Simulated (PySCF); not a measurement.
Match the calculated data to a structure.

All candidates are C8H9B.

- 1H NMR: chemical shifts (computed TMS as zero) by class: 6.48 (1 H), 6.26 (1 H), 6.24 (2 H), 5.12 (1 H), 2.88 (1 H), 2.80 (1 H), 2.66 (1 H), 2.45 (1 H) ppm [GIAO HF/pcSseg-1]
- Valence photoelectron: vertical ionisation energy: 8.71 eV [ΔSCF CAM-B3LYP/def2-SVPD]
- UV, first state: lowest singlet excitation: 4.48 eV (277 nm, f = 0.074) [TDDFT CAM-B3LYP/def2-SVPD]
- 13C NMR: chemical shifts (computed TMS as zero) by class: 165.6 (1 C), 157.8 (1 C), 145.3 (1 C), 124.7 (1 C), 49.4 (1 C), 45.6 (1 C), 39.2 (1 C), 36.8 (1 C) ppm [GIAO HF/pcSseg-1]
- Dipole: 2.11 D [CAM-B3LYP/def2-SVPD]
- Rotational structure: rotational constants A, B, C: 3.080, 1.913, 1.518 GHz [PBE0-D3(BJ)/def2-SVP]
- UV, strongest line: among the 10 lowest singlet transitions: S2 at 4.77 eV (260 nm, f = 0.156) [TDDFT CAM-B3LYP/def2-SVPD]
- Polarisability: 98.9 au [CAM-B3LYP/def2-SVPD]
- Triplet: lowest triplet excitation (Tamm–Dancoff): 3.08 eV [TDA CAM-B3LYP/def2-SVPD]

The electronic properties come from PySCF, for the isolated species, density fitting. Levels stand in brackets. Geometry: PBE0-D3(BJ)/def2-SVP, one conformer, isolated molecule. Each NMR value is the plain mean over a class of atoms that symmetry, rotation or inversion makes alike.

Question: Which candidate is it?
A. `BC1=C[C@@H]2[C@@H]3C=C[C@H]1[C@H]23`
B. `C=CC1=CC=CBC=C1`
C. `C#CB1CC[C@H](C#C)C1`
D. `Bc1ccc(C=C)cc1`

Answer: A. It is `BC1=C[C@@H]2[C@@H]3C=C[C@H]1[C@H]23`. Numbering: `[BH2:1][C:2]1=[CH:3][C@@H:4]2[C@@H:5]3[CH:6]=[CH:7][C@H:8]1[C@H:9]23`. 8 carbons fall into 8 classes; from least to most shielded: alkene CH carbon [C3] (165.6 ppm), fully substituted alkene carbon [C2] (157.8 ppm), alkene CH carbon [C7] (145.3 ppm), alkene CH carbon [C6] (124.7 ppm), sp3 carbon at a ring junction [C8] (49.4 ppm), sp3 carbon at a ring junction [C9] (45.6 ppm), sp3 carbon at a ring junction [C5] (39.2 ppm), sp3 carbon at a ring junction [C4] (36.8 ppm). Hydrogen classes from least to most shielded: 1 H on an alkene CH carbon, C3 (6.48 ppm), 1 H on an alkene CH carbon, C7 (6.26 ppm), 2 H on a three-coordinate boron, B1 (6.24 ppm), 1 H on an alkene CH carbon, C6 (5.12 ppm), 1 H on an sp3 carbon at a ring junction, C8 (2.88 ppm), 1 H on an sp3 carbon at a ring junction, C9 (2.80 ppm), 1 H on an sp3 carbon at a ring junction, C5 (2.66 ppm), 1 H on an sp3 carbon at a ring junction, C4 (2.45 ppm). S1 is mainly HOMO→LUMO (weight 0.94); the largest Löwdin shares of the orbital it empties are 0.27 on an alkene CH carbon, 0.22 on an alkene CH carbon and 0.11 on each of 2 atoms of one kind (sp3 carbon at a ring junction), of the orbital it fills 0.34 on the three-coordinate boron, 0.21 on an alkene CH carbon, 0.15 on the fully substituted alkene carbon and 0.06 on a B–H hydrogen. The optimised geometry has point group C1 and is an asymmetric top.

The others, at the same levels:
- `C=CC1=CC=CBC=C1` fails: its computed lowest singlet excitation is 4.24 eV (292 nm, f = 0.348) (against 4.48 eV), vertical ionisation energy is 8.43 eV (against 8.71 eV) and lowest triplet excitation (Tamm–Dancoff) is 2.45 eV (against 3.08 eV).
- `Bc1ccc(C=C)cc1` fails: its computed static isotropic polarisability is 118.6 au (against 98.9 au), rotational constant A is 4.961 GHz (against 3.080 GHz) and smallest rotational constant is 0.847 GHz (against 1.518 GHz).
- `C#CB1CC[C@H](C#C)C1` fails: its computed 13C shifts are 134.4 (1 C), 89.5 (1 C), 79.2 (1 C), 78.2 (1 C), 35.2 (1 C), 32.9 (1 C), 26.7 (1 C), 26.1 (1 C) ppm, 1H shifts are 5.02 (1 H), 2.55 (1 H), 2.09 (1 H), 2.03 (1 H), 1.78 (1 H), 1.45 (1 H), 1.26 (1 H), 0.69 (1 H), 0.48 (1 H) ppm and vertical ionisation energy is 9.58 eV (against 8.71 eV).

Each candidate is one conformer, not necessarily the lowest. The conformers computed, where there is a choice (atom-mapped SMILES and torsion angles):
- `[CH2:1]=[CH:2][C:3]1=[CH:4][CH:5]=[CH:6][BH:7][CH:8]=[CH:9]1`: C1–C2–C3–C4 -175°
- `[BH2:1][c:2]1[cH:3][cH:4][c:5]([CH:6]=[CH2:7])[cH:8][cH:9]1`: C4–C5–C6–C7 -177°

The conformers of `BC1=C[C@@H]2[C@@H]3C=C[C@H]1[C@H]23` and `C#CB1CC[C@H](C#C)C1` aren't listed.
